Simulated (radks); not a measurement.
Ionisation of the beryllium ion Be+, [He] 2s1, to [He] as the strength of local exchange is varied. Method: non-relativistic Kohn-Sham, Slater X-alpha exchange (alpha = 2/3 is LDA exchange), no correlation, spin-polarised, spherical densities, point nucleus; open shells are filled with parallel spins first; computed with a radial shooting solver on a logarithmic mesh with Libxc functionals.

alpha  E(Be+) (hartree)  exchange (hartree)  IE (eV)  -e of the level emptied (eV)  <r> of it (bohr)
0.608         -13.75527            -1.93303   17.141                   13.117 (2s)             2.326
0.616         -13.78072            -1.96063   17.209                   13.193 (2s)             2.321
0.641         -13.86043            -2.04724   17.421                   13.431 (2s)             2.306
0.667         -13.94362            -2.13789   17.643                   13.681 (2s)             2.291
0.745         -14.19496            -2.41340   18.317                   14.445 (2s)             2.245
0.749         -14.20792            -2.42767   18.352                   14.485 (2s)             2.243
0.847         -14.52767            -2.78173   19.219                   15.475 (2s)             2.189

NIST Atomic Spectra Database: 18.211 eV (measured). The Delta-SCF value meets it near alpha = 0.73.
